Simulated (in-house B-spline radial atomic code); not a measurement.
Inner levels of tellurium as electrons are removed. A shift is the extra binding of the orbital against the neutral atom ([Kr] 4d10 5s2 5p4). The density at the nucleus is averaged over the nuclear charge. Computed with a radial B-spline atomic code at the basis-set limit: Dirac-Hartree-Fock, average of the configuration, finite nuclei.

```
  ion      configuration  shift of 1s1/2 (eV)  shift of 3d5/2 (eV)  shift of 3s1/2 (eV)  radius of 1s1/2 (bohr)  radius of 3d5/2 (bohr)  radius of 3s1/2 (bohr)  Σ<r²> (bohr²)  change of density at nucleus (bohr⁻³)
 Te9+           [Kr] 4d7               157.54               154.32               154.08                0.027806                 0.29694                 0.31985         13.897                                -38.348
Te10+           [Kr] 4d6               187.84               183.61               183.37                0.027806                 0.29669                 0.31968         12.665                                -13.565
Te11+           [Kr] 4d5                    ?                    ?                    ?                       ?                       ?                       ?              ?                                      ?
Te12+           [Kr] 4d4               252.42               245.59                245.3                0.027806                 0.29605                 0.31926         10.464                                 42.183
Te13+           [Kr] 4d3               286.67               278.22               277.89                0.027806                 0.29567                 0.31902         9.4737                                 73.103
Te14+           [Kr] 4d2                322.2               311.92               311.53                0.027806                 0.29524                 0.31874          8.547                                 106.03
Te15+           [Kr] 4d1                    ?                    ?                    ?                       ?                       ?                       ?              ?                                      ?
Te16+  [Ar] 3d10 4s2 4p6               397.07               382.47                381.9                0.027807                 0.29426                 0.31812         6.8597                                 177.86
Te17+  [Ar] 3d10 4s2 4p5               439.86               420.53               419.54                0.027806                 0.29367                  0.3178         6.1523                                 220.18
Te18+  [Ar] 3d10 4s2 4p4               483.74               459.36               457.91                0.027805                 0.29305                 0.31745         5.4746                                 263.94
Te19+  [Ar] 3d10 4s2 4p3               528.69               498.96               497.02                0.027805                 0.29241                 0.31709         4.8248                                 309.14
Te20+  [Ar] 3d10 4s2 4p2               574.71                539.3               536.84                0.027804                 0.29174                 0.31671         4.2012                                 355.79
Te21+  [Ar] 3d10 4s2 4p1                    ?                    ?                    ?                       ?                       ?                       ?              ?                                      ?
Te22+      [Ar] 3d10 4s2               669.96               622.22               618.62                0.027802                 0.29033                 0.31589         3.0264                                  453.4
Te23+      [Ar] 3d10 4s1               719.03               665.49               660.23                0.027802                 0.28958                 0.31598         2.5001                                 -140.9
Te24+          [Ar] 3d10               769.05               709.44               702.46                0.027802                 0.28881                 0.31569          1.992                                -764.32
Te25+           [Ar] 3d9               862.26                785.9               773.61                0.027802                 0.28496                 0.31344         1.8547                                -659.28
Te26+           [Ar] 3d8               957.87               863.96               845.99                0.027803                 0.28124                 0.31119         1.7243                                 -550.2
```

(1) Fill in the row of Te11+.

(2) Fill in the row of Te15+.

(3) Fill in the row of Te21+.

Results:

(1) shift of 1s1/2 (eV): 219.47; shift of 3d5/2 (eV): 214.04; shift of 3s1/2 (eV): 213.78; radius of 1s1/2 (bohr): 0.027806; radius of 3d5/2 (bohr): 0.29639; radius of 3s1/2 (bohr): 0.31948; Σ<r²> (bohr²): 11.524; change of density at nucleus (bohr⁻³): 13.287.

(2) shift of 1s1/2 (eV): 359; shift of 3d5/2 (eV): 346.68; shift of 3s1/2 (eV): 346.21; radius of 1s1/2 (bohr): 0.027806; radius of 3d5/2 (bohr): 0.29477; radius of 3s1/2 (bohr): 0.31845; Σ<r²> (bohr²): 7.6775; change of density at nucleus (bohr⁻³): 140.95.

(3) shift of 1s1/2 (eV): 621.81; shift of 3d5/2 (eV): 580.39; shift of 3s1/2 (eV): 577.38; radius of 1s1/2 (bohr): 0.027803; radius of 3d5/2 (bohr): 0.29104; radius of 3s1/2 (bohr): 0.31631; Σ<r²> (bohr²): 3.6022; change of density at nucleus (bohr⁻³): 403.87.
